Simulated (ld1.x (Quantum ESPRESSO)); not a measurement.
Configuration tests for thallium (Tl) (TM)

thallium (Tl), norm-conserving Troullier–Martins (Kleinman–Bylander form), made with ld1.x (Quantum ESPRESSO) 7.5 (PW91, fully relativistic). Core [Xe] 4f14, reference 5d10 6s1 6p0 (charge +2). Waves: 6s (bound): rc 2.20 bohr; 6p (bound, empty): rc 2.30 bohr; 5d (bound): rc 1.80 bohr. Local part: all-electron potential smoothed inside 2.30 bohr (lloc = -1). Core correction: a·sin(br)/r model core, default radius (core density twice the valence density).

Open shells are filled in proportion to 2j + 1 (rel_dist='average').

Energies are relative to the spin-unpolarised reference configuration 5d10 6s1 6p0; without spin polarisation the order of configurations can differ from experiment.

(1) Give the all-electron excitation energy and the error of the potential for: 5d10 6s2 6p1; 5d10 6s2 6p0; 5d10 6s0 6p0; 5d9 6s2 6p2; 5d9 6s0 6p0; 5d10 6s0 6p3; 5d10 6s2 6p0.5.

## Answers

(1)

```
valence configuration  charge  ΔE all-electron (eV)  error AE − PS (meV)
         5d10 6s2 6p1       0               -26.213                 -3.8
         5d10 6s2 6p0      +1               -20.882                 -6.6
         5d10 6s0 6p0      +3                30.250                  -16
          5d9 6s2 6p2       0               -11.645                 -219
          5d9 6s0 6p0      +4                82.110                 -117
         5d10 6s0 6p3       0               -11.195                 -5.6
       5d10 6s2 6p0.5    +0.5               -24.290                 -5.9
```
